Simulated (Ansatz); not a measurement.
Cost and result for the atomization energy of `N=CC(O)=C[SiH3]` (13 atoms, 12 bonds).

| atom | x (Å) | y (Å) | z (Å) |
| --- | --- | --- | --- |
| N1 | 0.9669 | 1.7102 | -2.2329 |
| C2 | 0.4935 | 1.5369 | -1.0709 |
| C3 | 0.1264 | 0.2707 | -0.4169 |
| O4 | 0.1550 | -0.8622 | -1.1529 |
| C5 | -0.1905 | 0.2222 | 0.8830 |
| Si6 | -0.6522 | -1.3444 | 1.7720 |
| H7 | 1.1272 | 0.8316 | -2.7315 |
| H8 | 0.3287 | 2.4211 | -0.4527 |
| H9 | 0.1472 | -0.6465 | -2.0917 |
| H10 | -0.1544 | 1.1668 | 1.4156 |
| H11 | 0.4925 | -2.2917 | 1.8247 |
| H12 | -1.0502 | -0.9981 | 3.1612 |
| H13 | -1.7903 | -2.0165 | 1.0928 |

Charge 0, multiplicity 1. All single points use the PBE0-D4/def2-TZVP geometry. It is one conformer, not always the lowest. Program: Ansatz. All runs use 4 threads of a server CPU on a shared host. Times are those of one run each, without the atoms' runs, and a repeat can differ threefold. Electronic energies, without spin–orbit coupling; frozen cores. CCSD(T)/CBS adds CCSD(T) − MP2 in def2-TZVPP to the MP2 limit, and its time is that of the two runs behind it. T1 = 0.013; the RHF reference is unstable towards UHF. HSE06 is the plane-wave form, built on full-range PBE exchange.

CCSD(T)/CBS is a level of theory with its own doubt, some kJ/mol a heavy atom from the limit and from the frozen cores, so smaller differences don't rank the functionals.

```json
{"level": "PBE-D4/def2-TZVPP (with forces)", "functions": "295", "wall time": "2.6 s"}
{"level": "BLYP-D4/def2-TZVPP", "functions": "295", "wall time": "2.6 s"}
{"level": "BHLYP-D4/def2-TZVPP", "functions": "295", "wall time": "3.4 s"}
{"level": "r2SCAN-D4/def2-TZVPP (with forces)", "functions": "295", "wall time": "4 s"}
{"level": "HSE06-D4/def2-TZVPP", "functions": "295", "wall time": "4.2 s"}
{"level": "CAM-B3LYP-D4/def2-TZVPP", "functions": "295", "wall time": "4.3 s"}
{"level": "B2PLYP/def2-TZVPP", "functions": "295", "wall time": "7 s"}
{"level": "ωB97X-V/def2-TZVPP", "functions": "295", "wall time": "8 s"}
{"level": "PBE-QIDH/def2-TZVPP", "functions": "295", "wall time": "8 s"}
{"level": "CCSD(T)/def2-SVP", "functions": "123", "wall time": "9 s"}
{"level": "MP2/def2-QZVPP", "functions": "565", "wall time": "41 s"}
{"level": "CCSD(T)/def2-TZVPP", "functions": "295", "wall time": "8.9 min"}
{"level": "CCSD(T)/CBS(def2)", "functions": "–", "wall time": "9.6 min"}
```

(1) What atomization energy does each give, and how far from CCSD(T)/CBS? (Estimate.)

## Answers

(1) Ansatz gave: 
```tsv
level	atomization (kcal/mol)	difference from CCSD(T)/CBS	per bond
PBE-D4/def2-TZVPP (with forces)	1239.8	36.8	3.1
BLYP-D4/def2-TZVPP	1212.6	9.6	0.8
BHLYP-D4/def2-TZVPP	1163.2	-39.8	-3.3
r2SCAN-D4/def2-TZVPP (with forces)	1207.5	4.5	0.4
HSE06-D4/def2-TZVPP	1210.6	7.6	0.6
CAM-B3LYP-D4/def2-TZVPP	1210.4	7.4	0.6
B2PLYP/def2-TZVPP	1192.8	-10.2	-0.9
ωB97X-V/def2-TZVPP	1207.3	4.3	0.4
PBE-QIDH/def2-TZVPP	1194.0	-9.0	-0.8
CCSD(T)/def2-SVP	1136.9	-66.1	-5.5
MP2/def2-QZVPP	1211.0	8.0	0.7
CCSD(T)/def2-TZVPP	1169.4	-33.6	-2.8
CCSD(T)/CBS(def2)	1203.0	0.0	0.0
```

From r2SCAN to r2SCAN0 (25 % exact exchange), in def2-TZVPP and without D4, the atomization energy moves by −24.8 kcal/mol: exact exchange takes away binding that semilocal exchange gives to molecules. The D4 term adds +10.6 kcal/mol with B3LYP and +5.6 kcal/mol with PBE0; it sums over pairs of atoms, weighted by their polarisabilities, and B3LYP, whose exchange is more repulsive, gets the larger term. At CCSD(T), def2-SVP lies −66.2 kcal/mol from the extrapolated value and def2-TZVPP −33.6 kcal/mol: correlation converges slowly with the basis, and small sets miss more of it in the bonded molecule than in its fragments.

B3LYP here is the variant with VWN-RPA as its local correlation; programs differ in this.
